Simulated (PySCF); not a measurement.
Several molecules and their computed UV-vis stick spectra, shuffled. Method used: TDDFT PBE0/def2-SVPD, vertical, gas phase, core orbitals frozen in the response in PySCF 2.14.0, density-fitted response routines. Geometries: GFN2-xTB; one conformer of each isolated species. Triplets are in the Tamm–Dancoff approximation.

A. `[H]/N=C(/C)CC(F)=C(F)F`
B. `C/C=C(/Cl)OC(C)=O`
C. `C#Cc1cnsn1`

Lowest singlet levels (six at most, fewer where fewer were computed) with oscillator strengths:

1. 257 nm (f 0.000); 249 nm (f 0.250); 235 nm (f 0.001); 209 nm (f 0.000); 205 nm (f 0.040); 202 nm (f 0.003); T1 3.46 eV
2. 221 nm (f 0.019); 213 nm (f 0.001); 191 nm (f 0.064); 185 nm (f 0.074); 182 nm (f 0.180); 171 nm (f 0.006); T1 4.10 eV
3. 244 nm (f 0.007); 201 nm (f 0.021); 191 nm (f 0.011); 185 nm (f 0.091); 176 nm (f 0.032); 171 nm (f 0.065); T1 4.19 eV

Question: Match each spectrum to its molecule.

Answer: 1 = C, 2 = B, 3 = A.
- A: S1 at 5.08 eV, HOMO→LUMO (78%), HOMO-1→LUMO (14%); Löwdin shares by element: HOMO carbon 37% or more, nitrogen 30% (atoms not listed hold the other 33%); LUMO carbon 43% or more, nitrogen 25% (atoms not listed hold the other 32%); HOMO -7.22 and LUMO -0.53 eV.
- B: S1 at 5.61 eV, HOMO→LUMO (88%), HOMO→LUMO+1 (10%); Löwdin shares by element: HOMO carbon 61% or more, chlorine 24% (atoms not listed hold the other 15%); LUMO carbon 39% or more, oxygen 32% (atoms not listed hold the other 29%); HOMO -7.20 and LUMO -0.41 eV.
- C: S1 at 4.82 eV, HOMO-1→LUMO (82%), HOMO-2→LUMO (16%); Löwdin shares by element: HOMO carbon 50% or more, sulfur 26% (atoms not listed hold the other 24%); LUMO nitrogen 42%, sulfur 24%, carbon 13% or more (atoms not listed hold the other 21%); HOMO -7.64 and LUMO -2.04 eV; point group Cs, 2 of its 6 listed states under f = 0.0005.
